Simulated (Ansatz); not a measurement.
Cost and result for the atomization energy of C$_{12}$H$_{22}$ (`C1CCC(C2CCCCC2)CC1`) (34 atoms, 35 bonds).

```xyz
34

C     0.0958   -1.7206    3.0483
C    -0.7733   -0.4841    2.7924
C    -1.0873   -0.3472    1.3112
C     0.1790   -0.0367    0.5018
C     0.0198   -0.3844   -0.9884
C     1.1538    0.1790   -1.8517
C     1.0807    1.6929   -2.0147
C    -0.2684    2.1318   -2.5655
C    -1.4110    1.5841   -1.7221
C    -1.3131    0.0702   -1.5900
C     1.3926   -0.7582    1.1251
C     0.9807   -2.0361    1.8397
H    -0.5388   -2.5831    3.2739
H     0.7181   -1.5577    3.9336
H    -1.6929   -0.5369    3.3811
H    -0.2502    0.4191    3.1263
H    -1.8372    0.4309    1.1478
H    -1.5372   -1.2826    0.9546
H     0.3562    1.0413    0.5869
H     0.0550   -1.4809   -1.0570
H     1.0916   -0.2835   -2.8443
H     2.1299   -0.1035   -1.4481
H     1.2526    2.1802   -1.0480
H     1.8871    2.0319   -2.6722
H    -0.3748    1.7585   -3.5923
H    -0.3210    3.2232   -2.6238
H    -2.3739    1.8587   -2.1637
H    -1.3860    2.0475   -0.7284
H    -2.1532   -0.3183   -1.0101
H    -1.4038   -0.3725   -2.5898
H     1.8920   -0.0986    1.8430
H     2.1370   -0.9802    0.3571
H     1.8609   -2.6052    2.1504
H     0.4396   -2.6791    1.1368
```

Total charge 0; spin multiplicity 1. Geometry: relaxed with PBE0-D4/def2-TZVP. It is a higher conformer; a search finds a lower one. Program: Ansatz. All runs use 11 threads of an AMD EPYC 7R13 on a shared host and a whole NVIDIA H100 80 GB. Times are those of one run each, without the atoms' runs, and a repeat can differ threefold. Electronic energies, without spin–orbit coupling; frozen cores. CCSD(T)/CBS adds CCSD(T) − MP2 in def2-TZVPP to the MP2 limit, and its time is that of the two runs behind it. T1 = 0.009. B3LYP takes the VWN-RPA correlation (the form of Gaussian; ORCA's B3LYP/G).

CCSD(T)/CBS is a level of theory with its own doubt, some kJ/mol a heavy atom from the limit and from the frozen cores, so smaller differences don't rank the functionals.

```csv
level,functions,wall time,atomization (kJ/mol),difference from CCSD(T)/CBS,per bond
B97M-V/def2-TZVPP,680,20 s,14247.7,27.6,0.8
BLYP-D4/def2-TZVPP,680,20 s,14118.8,-101.3,-2.9
r2SCAN-D4/def2-TZVPP (with forces),680,20 s,14264.2,44.1,1.3
PBE-D4/def2-TZVPP (with forces),680,22 s,14521.5,301.4,8.6
ωB97X-V/def2-TZVPP,680,22 s,14260.7,40.6,1.2
B3LYP-D4/def2-TZVPP (with forces),680,23 s,14215.6,-4.5,-0.1
LDA (SPW92)/def2-TZVPP,680,24 s,16193.6,1973.5,56.4
B2PLYP/def2-TZVPP,680,24 s,14068.0,-152.1,-4.3
PBE-QIDH/def2-TZVPP,680,29 s,14275.0,54.9,1.6
CCSD(T)/def2-SVP,278,35 s,13761.0,-459.1,-13.1
MP2/def2-QZVPP,1344,88 s,14282.0,61.9,1.8
CCSD(T)/def2-TZVPP,680,8.2 min,13933.5,-286.6,-8.2
CCSD(T)/CBS(def2),–,9.7 min,14220.1,0.0,0.0
```

The D4 term adds +154.3 kJ/mol with B3LYP and +84.4 kJ/mol with PBE0; it sums over pairs of atoms, weighted by their polarisabilities, and B3LYP, whose exchange is more repulsive, gets the larger term. From PBE to PBE0 (25 % exact exchange), in def2-TZVPP and without D4, the atomization energy moves by −125.0 kJ/mol: exact exchange takes away binding that semilocal exchange gives to molecules. In def2-TZVPP, CCSD(T) changes the Hartree–Fock value by +3188.7 kJ/mol (the triples alone add +180.9 kJ/mol) and MP2 by +3369.8 kJ/mol; breaking electron pairs costs correlation energy, which Hartree–Fock lacks.
